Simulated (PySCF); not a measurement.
In(H)2(iPr) (C₃H₉In), SMILES C[CH](C)[InH2].

Geometry: B3LYP-D3(BJ)/def2-SVP. The structure was generated by enumeration; whether it is a known compound was not checked. The def2 effective core potentials stand for the cores of In; spin–orbit coupling is left out.

Level of theory: PySCF with B3LYP-D3(BJ)/def2-SVP.

Frequencies are harmonic and unscaled.

```csv
mode,ν (cm⁻¹),IR (km/mol),moving atoms (share of kinetic energy)
1,29,0.0,H 95 %
2,173,2.4,"C 52 %, H 45 %"
3,189,2.5,"H 49 %, C 40 %, In 11 %"
4,243,0.1,H 97 %
5,259,1.8,"H 73 %, C 18 %, In 8 %"
6,342,8.3,"H 51 %, C 47 %"
7,363,54.2,"H 80 %, C 15 %"
8,440,18.4,"C 52 %, H 43 %"
9,518,92.1,"H 74 %, C 22 %"
10,603,234.2,H 98 %
11,889,2.9,"C 65 %, H 35 %"
12,919,2.1,"H 88 %, C 12 %"
13,978,0.4,"H 72 %, C 28 %"
14,979,11.5,"H 89 %, C 11 %"
15,1115,5.6,"C 66 %, H 34 %"
16,1168,8.6,"C 53 %, H 47 %"
17,1205,14.4,"H 66 %, C 34 %"
18,1323,0.5,"H 74 %, C 26 %"
19,1390,0.4,"H 79 %, C 21 %"
20,1406,7.2,"H 80 %, C 20 %"
21,1456,0.1,H 97 %
22,1472,6.1,H 96 %
23,1472,6.9,H 96 %
24,1480,4.2,H 97 %
25,1718,216.1,H 99 %
26,1723,340.5,H 99 %
27,2991,30.2,H 96 %
28,2993,86.0,H 96 %
29,3003,19.4,H 93 %
30,3061,3.4,"H 91 %, C 9 %"
31,3062,58.4,"H 91 %, C 9 %"
32,3098,16.2,"H 91 %, C 9 %"
33,3098,32.6,"H 91 %, C 9 %"
```
